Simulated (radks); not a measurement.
The numbers below are computed, except where a source is named.
Q: Mean orbital radii <r> (bohr) of the vanadium ion V+, [Ar] 3d4, of relativity; Dirac values are averaged over j with weights 2j + 1. Spin-unpolarised spherical Kohn-Sham, PBE, point nucleus unless stated (finite: rms radius 3.6002 fm), a radial shooting solver on a logarithmic mesh with Libxc functionals. A level marked "c x" has the speed of light scaled by that factor and shares open shells by 2j + 1; other Dirac levels either fill j = l - 1/2 first or share by 2j + 1.

shell       non-rel.
1s           0.06705
2s            0.3110
2p            0.2750
3s            0.9634
3p             1.033
4s (empty)     3.234
3d             1.543
4p (empty)     4.094

Give the values at the level "Dirac, c x 1.5".

A: 
shell       Dirac, c x 1.5  change of magnitude (%)
1s                 0.06678                    -0.40
2s                  0.3097                    -0.42
2p                  0.2746                    -0.17
3s                  0.9599                    -0.37
3p                   1.031                    -0.13
4s (empty)           3.221                    -0.38
3d                   1.547                    +0.27
4p (empty)           4.087                    -0.15
